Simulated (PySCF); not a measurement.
PySCF input file for Al(H)(F)(vinyl) (C2H4AlF), SMILES C=[CH][AlH][F], B3LYP/pcSseg-1. The structure is a stationary point at TPSSh-D3(BJ)/def2-SVP. Other conformers were not sampled.

```python
import numpy as np
from pyscf import gto, scf, dft
from pyscf.prop.nmr import rks as nmr

mol = gto.M(
    atom='''
    Al   -0.41182721   -0.58277016    0.00000000
    H    -1.98887390   -0.61626848    0.00000000
    F     0.39518333   -2.04863901    0.00000000
    C     0.57998235    1.08158350    0.00000000
    C    -0.09637474    2.24824458    0.00000000
    H     1.67737022    1.13932076    0.00000000
    H     0.40096850    3.22691319    0.00000000
    H    -1.19400682    2.28482915    0.00000000
    ''',
    basis='pcSseg-1',
    charge=0,
    spin=0,
    max_memory=1600,
    verbose=3,
)
mf = dft.RKS(mol, xc='b3lyp')
mf.grids.level = 3
mf.conv_tol = 1e-10
mf.max_cycle = 100
mf.kernel()
n = nmr.NMR(mf)
n.verbose = 2
n.max_cycle_cphf = 60
sigma = n.kernel()
print('atom   isotropic/ppm   span/ppm')
for i, s in enumerate(sigma):
    w = np.linalg.eigvalsh((s + s.T) / 2)
    print(f'{mol.atom_symbol(i):2s}{i + 1:3d} {w.mean():14.3f} {w[2] - w[0]:11.3f}')
```

Output:

```
converged SCF energy = -420.942708562996
atom   isotropic/ppm   span/ppm
Al  1        387.155     132.410
H   2         26.877       8.233
F   3        302.393     188.515
C   4         30.018     260.621
C   5         21.513     282.919
H   6         24.951       5.320
H   7         24.434       6.582
H   8         24.840       7.674
```

The calculation finished and met its thresholds.
